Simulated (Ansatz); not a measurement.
Geometry optimisation, RKS revPBE/def2-SVP in Ansatz 0.2.0.

Input file:

```yaml
crystal:
  periodic: [false, false, false]
  atoms:
    - { symbol: W, position_ang: [0.319813, 0.388058, -0.238475] }
    - { symbol: H, position_ang: [-0.294608, -0.235343, 2.565691] }
    - { symbol: F, position_ang: [1.966386, 0.222291, -1.159178] }
    - { symbol: O, position_ang: [-0.091602, 2.09349, -0.920662] }
    - { symbol: H, position_ang: [-0.760511, 2.445564, -1.542041] }
    - { symbol: F, position_ang: [-1.345717, 0.387627, 0.649513] }
    - { symbol: F, position_ang: [0.453089, -1.406773, 0.328309] }
    - { symbol: F, position_ang: [-0.427483, -0.336837, -1.816963] }
    - { symbol: O, position_ang: [1.363753, 1.066562, 1.211628] }
    - { symbol: H, position_ang: [2.314952, 1.045642, 1.423325] }
    - { symbol: H, position_ang: [0.274128, 0.073019, 2.877253] }
basis:
  gaussian: { orbitals: def2-SVP }
hamiltonian:
  xc: revpbe
relax:
  f_tol: 0.03
  max_steps: 50
```

Launched with:

```bash
$ ansatz run input.yaml --threads 4 --pin off --max-ram 5120MiB --backend cpu --events-out ev --progress --plain --runs-dir out
```

Question: Where does it end, and by what steps?

Answer: The run converged. The force dipped under the threshold on the way, but the program's further checks kept it going. After 38 steps the energy has fallen by 0.399 eV; H11 moved furthest, 2.23 Å.

```json
{"step": "0", "energy less start (eV)": "0.0000", "largest force component (eV/Å)": "1.492", "accepted": "yes"}
{"step": "2", "energy less start (eV)": "-0.2811", "largest force component (eV/Å)": "0.167", "accepted": "yes"}
{"step": "4", "energy less start (eV)": "-0.3586", "largest force component (eV/Å)": "0.162", "accepted": "yes"}
{"step": "6", "energy less start (eV)": "-0.3789", "largest force component (eV/Å)": "0.183", "accepted": "yes"}
{"step": "8", "energy less start (eV)": "-0.3823", "largest force component (eV/Å)": "0.123", "accepted": "yes"}
{"step": "10", "energy less start (eV)": "-0.3840", "largest force component (eV/Å)": "0.249", "accepted": "yes"}
{"step": "12", "energy less start (eV)": "-0.3865", "largest force component (eV/Å)": "0.115", "accepted": "yes"}
{"step": "14", "energy less start (eV)": "-0.3876", "largest force component (eV/Å)": "0.189", "accepted": "no"}
{"step": "16", "energy less start (eV)": "-0.3880", "largest force component (eV/Å)": "0.273", "accepted": "no"}
{"step": "18", "energy less start (eV)": "-0.3896", "largest force component (eV/Å)": "0.103", "accepted": "yes"}
{"step": "20", "energy less start (eV)": "-0.3914", "largest force component (eV/Å)": "0.126", "accepted": "yes"}
{"step": "22", "energy less start (eV)": "-0.3928", "largest force component (eV/Å)": "0.117", "accepted": "yes"}
{"step": "24", "energy less start (eV)": "-0.3947", "largest force component (eV/Å)": "0.114", "accepted": "yes"}
{"step": "26", "energy less start (eV)": "-0.3960", "largest force component (eV/Å)": "0.076", "accepted": "yes"}
{"step": "28", "energy less start (eV)": "-0.3968", "largest force component (eV/Å)": "0.109", "accepted": "yes"}
{"step": "30", "energy less start (eV)": "-0.3977", "largest force component (eV/Å)": "0.058", "accepted": "yes"}
{"step": "32", "energy less start (eV)": "-0.3981", "largest force component (eV/Å)": "0.070", "accepted": "yes"}
{"step": "34", "energy less start (eV)": "-0.3984", "largest force component (eV/Å)": "0.053", "accepted": "yes"}
{"step": "36", "energy less start (eV)": "-0.3987", "largest force component (eV/Å)": "0.033", "accepted": "yes"}
{"step": "38", "energy less start (eV)": "-0.3988", "largest force component (eV/Å)": "0.027", "accepted": "yes"}
```

```xyz
11
Properties=species:S:1:pos:R:3
W 0.616 0.361 -0.521
H -1.161 -0.092 3.670
F 1.763 0.493 -2.022
O -0.099 2.100 -0.753
H -0.898 2.363 -1.248
F -0.471 0.056 0.990
F 1.050 -1.474 -0.430
F -0.731 -0.179 -1.739
O 2.049 0.960 0.522
H 2.978 1.248 0.489
H -1.325 -0.093 4.419
```

Time of the run: 28 s on 4 threads of AMD EPYC 9R45 96-Core Processor (Zen 5) (shared host), peak memory 0.21 GiB.
